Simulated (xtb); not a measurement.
CH3Be (SMILES [Be+][CH3]), charge +1, singlet, from a rough starting geometry (GFN-xTB shapes and energies of metal compounds can be far from the true ones); GFN2-xTB run with xtb.

Here is a job for xtb.
```
$ xtb mol.xyz --gfn 2 --chrg 1 --opt vtight --json

# file mol.xyz
5

Be    -1.12510547    -0.66761406    -0.91808021
C      0.02488819     0.02024249     0.04912196
H      0.60467210    -0.65733152     0.63359461
H     -0.37636884     0.71848122     0.75407505
H      0.81993679     0.60773558    -0.55292521
```

What the program printed (banner, timings and long lists left out):

```
   ID    Z sym.   atoms
    1    4 Be     1
    2    6 C      2
    3    1 H      3-5

           -------------------------------------------------
          |                Calculation Setup                |
           -------------------------------------------------

           -------------------------------------------------
          |                 G F N 2 - x T B                 |
           -------------------------------------------------

          ...................................................
          :                      SETUP                      :
          :.................................................:
          :  # basis functions                  11          :
          :  # atomic orbitals                  11          :
          :  # shells                            7          :
          :  # electrons                         8          :
          :  max. iterations                   250          :
          :  Hamiltonian                  GFN2-xTB          :
          :  restarted?                      false          :
          :  GBSA solvation                  false          :
          :  PC potential                    false          :
          :  electronic temp.          300.0000000     K    :
          :  accuracy                    1.0000000          :
          :  -> integral cutoff          0.2500000E+02      :
          :  -> integral neglect         0.1000000E-07      :
          :  -> SCF convergence          0.1000000E-05 Eh   :
          :  -> wf. convergence          0.1000000E-03 e    :
          :  Broyden damping             0.4000000          :
          :  net charge                          1          :
          :  unpaired electrons                  0          :
          ...................................................

 iter      E             dE          RMSdq      gap      omega  full diag
   1     15.3804020  0.153804E+02  0.292E+01    3.93       0.0  T
   2     -1.4783435 -0.168587E+02  0.252E+01   19.76       1.0  T
   3     -1.9127623 -0.434419E+00  0.167E+01   14.85       1.0  T
   4     -2.8233115 -0.910549E+00  0.711E+00    9.66       1.0  T
   5     -3.1612852 -0.337974E+00  0.620E+00    6.76       1.0  T
   6     -3.1432345  0.180507E-01  0.590E+00    7.50       1.0  T
   7     17.7870639  0.209303E+02  0.305E+01    6.46       1.0  T
   8      9.9280286 -0.785904E+01  0.234E+01    2.45       1.0  T
   9     -3.8691396 -0.137972E+02  0.535E+00    2.58       1.0  T
  10     14.7283354  0.185975E+02  0.275E+01    4.05       1.0  T
  11     -3.1687829 -0.178971E+02  0.671E+00    1.70       1.0  T
  12     -2.2102426  0.958540E+00  0.878E+00    1.49       1.0  T
  13     -2.5793286 -0.369086E+00  0.781E+00    1.58       1.0  T
  14     -3.8432831 -0.126395E+01  0.197E+00    2.67       1.0  T
  15     -3.7084536  0.134830E+00  0.303E+00    4.50       1.0  T
  16     -3.6732159  0.352376E-01  0.309E+00    4.60       1.0  T
  17     -3.7418744 -0.686585E-01  0.305E+00    3.89       1.0  T
  18     -3.7425222 -0.647791E-03  0.303E+00    3.90       1.0  T
  19     -3.8164669 -0.739447E-01  0.246E+00    3.52       1.0  T
  20     -3.8334127 -0.169458E-01  0.221E+00    3.43       1.0  T
  21     -3.8394964 -0.608370E-02  0.211E+00    3.40       1.0  T
  22     -3.8471785 -0.768205E-02  0.198E+00    3.35       1.0  T
  23     -3.8537836 -0.660517E-02  0.189E+00    3.30       1.0  T
  24     -3.8553848 -0.160117E-02  0.188E+00    3.29       1.0  T
  25     -3.8540189  0.136590E-02  0.182E+00    3.31       1.0  T
  26     -3.8501017  0.391719E-02  0.160E+00    3.38       1.0  T
  27     -3.8439566  0.614515E-02  0.144E+00    3.47       1.0  T
  28     -3.8407121  0.324443E-02  0.139E+00    3.52       1.0  T
  29     -3.8413276 -0.615495E-03  0.134E+00    3.53       1.0  T
  30     -3.8446121 -0.328447E-02  0.126E+00    3.52       1.0  T
  31     -3.8510425 -0.643040E-02  0.110E+00    3.48       1.0  T
[...]
         :: total energy              -3.808807838421 Eh    ::
 * total energy  :    -3.8088078 Eh     change       -0.1846018E-08 Eh
 * total energy  :    -3.8115297 Eh     change       -0.2721811E-02 Eh
 * total energy  :    -3.8118164 Eh     change       -0.2867847E-03 Eh
 * total energy  :    -3.8118392 Eh     change       -0.2274177E-04 Eh
 * total energy  :    -3.8118449 Eh     change       -0.5739223E-05 Eh
 * total energy  :    -3.8118462 Eh     change       -0.1317221E-05 Eh
 * total energy  :    -3.8118463 Eh     change       -0.1045869E-06 Eh
 * total energy  :    -3.8118463 Eh     change       -0.7617166E-08 Eh
   *** GEOMETRY OPTIMIZATION CONVERGED AFTER 8 ITERATIONS ***
         :: total energy              -3.811846346261 Eh    ::
[...]
         :: -> anisotropic XC         -0.016684279560 Eh    ::
         :: -> dispersion             -0.000726826915 Eh    ::
         :: repulsion energy           0.059164907042 Eh    ::
         :: add. restraining           0.000000000000 Eh    ::
         :: total charge               1.000000000000 e     ::
         :::::::::::::::::::::::::::::::::::::::::::::::::::::

           -------------------------------------------------
          |                Property Printout                |
           -------------------------------------------------

    * Orbital Energies and Occupations

         #    Occupation            Energy/Eh            Energy/eV
      -------------------------------------------------------------
         1        2.0000           -0.8267888             -22.4981
         2        2.0000           -0.7054589             -19.1965
         3        2.0000           -0.7054483             -19.1962
         4        2.0000           -0.6830048             -18.5855 (HOMO)
         5                         -0.5605845             -15.2543 (LUMO)
         6                         -0.5155775             -14.0296
         7                         -0.5155727             -14.0294
         8                         -0.1332058              -3.6247
         9                         -0.0517734              -1.4088
        10                         -0.0517495              -1.4082
        11                          0.1015313               2.7628
      -------------------------------------------------------------
                  HL-Gap            0.1224203 Eh            3.3312 eV
             Fermi-level           -0.6217947 Eh          -16.9199 eV

     #   Z          covCN         q      C6AA      α(0)
     1   4 Be       0.841     0.613    57.785    22.782
     2   6 C        3.608    -0.284    27.003     7.506
     3   1 H        0.922     0.224     0.987     1.553
     4   1 H        0.922     0.224     0.987     1.554
     5   1 H        0.922     0.224     0.987     1.553

 Mol. C6AA /au·bohr⁶  :        220.882169
 Mol. C8AA /au·bohr⁸  :       7036.275545
 Mol. α(0) /au        :         34.949058

Wiberg/Mayer (AO) data.
largest (>0.10) Wiberg bond orders for each atom

 ---------------------------------------------------------------------------
     #   Z sym  total        # sym  WBO       # sym  WBO       # sym  WBO
 ---------------------------------------------------------------------------
     1   4 Be   1.850 --     2 C    1.490     4 H    0.120     5 H    0.120
                             3 H    0.120
     2   6 C    3.965 --     1 Be   1.490     3 H    0.825     5 H    0.825
                             4 H    0.825
     3   1 H    0.950 --     2 C    0.825     1 Be   0.120
     4   1 H    0.950 --     2 C    0.825     1 Be   0.120
     5   1 H    0.950 --     2 C    0.825     1 Be   0.120
 ---------------------------------------------------------------------------

Topologies differ in total number of bonds
Writing topology from bond orders to xtbtopo.mol

molecular dipole:
                 x           y           z       tot (Debye)
 q only:       -0.878      -0.519      -0.723
   full:       -1.905      -1.148      -1.571       6.922
molecular quadrupole (traceless):
                xx          xy          yy          xz          yz          zz
 q only:        1.213       2.322      -1.207       3.161       1.917      -0.007
  q+dip:        3.571       6.875      -3.547       9.332       5.677      -0.024
   full:        3.150       6.050      -3.130       8.221       4.996      -0.020

optimized geometry written to: xtbopt.xyz

           -------------------------------------------------
          | TOTAL ENERGY               -3.811846346261 Eh   |
          | GRADIENT NORM               0.000016360133 Eh/α |
          | HOMO-LUMO GAP               3.331225746300 eV   |
           -------------------------------------------------

normal termination of xtb
```
